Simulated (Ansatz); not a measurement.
Pulling on the Cd1–H2 bond in CH4Cd (SMILES [CH3][CdH]) (multiplicity 1 held, fragments rigid). Energies count from the point at 1.682 Å.
Geometry at that point (charge 0, multiplicity 1):
```csv
atom,x (Å),y (Å),z (Å)
Cd,-0.2807,-0.1510,-0.0414
H,-1.7499,-0.9416,-0.2582
C,1.5814,0.8509,0.2333
H,2.0312,0.5593,1.1828
H,1.4329,1.9311,0.2353
H,2.2707,0.5954,-0.5719
```

Signs of static correlation in def2-SVP, with CASSCF(2,2), from Ansatz (a first-principles code) runs.

```
R (Å)  T1 of restricted CCSD  ⟨S²⟩ of UHF  largest double amplitude of restricted CCSD  weight of the CASSCF reference in MRCISD  CASSCF natural occupations
-----  ---------------------  -----------  -------------------------------------------  ----------------------------------------  --------------------------
1.346                  0.010        0.000                                        0.031                                     0.906                   1.98 0.02
1.514                  0.011        0.000                                        0.032                                     0.906                   1.98 0.02
1.682                  0.012        0.000                                        0.041                                     0.907                   1.97 0.03
1.851                  0.013        0.000                                        0.054                                     0.907                   1.96 0.04
2.019                  0.014        0.000                                        0.072                                     0.908                   1.95 0.05
2.271                  0.017        0.000                                   (withheld)                                     0.908                   1.92 0.08
2.524                  0.021        0.320                                        0.163                                     0.908                   1.88 0.12
2.944                  0.031   (withheld)                                        0.272                                     0.908                   1.77 0.23
3.365                  0.045        0.915                                        0.408                                     0.908                   1.62 0.38
3.870                  0.065        0.988                                        0.592                                     0.908                   1.41 0.59
4.543                  0.084        1.015                                        0.806                                     0.907                   1.20 0.80
5.384                  0.093        1.022                                        0.957                                     0.907                   1.08 0.92
```

Q: Complete the blanks.

A: 
- 2.271, largest double amplitude of restricted CCSD: 0.111
- 2.944, ⟨S²⟩ of UHF: 0.748

Doubts at one or more of the structures used: a restricted determinant that unrestricted orbitals would lower (R-CCSD(T)/def2-SVP); other coupled-cluster roots lie near (R-CCSD(T)/def2-SVP); T1 above 0.05 (R-CCSD(T)/def2-SVP); a spin-contaminated determinant (U-CCSD(T)/def2-SVP).
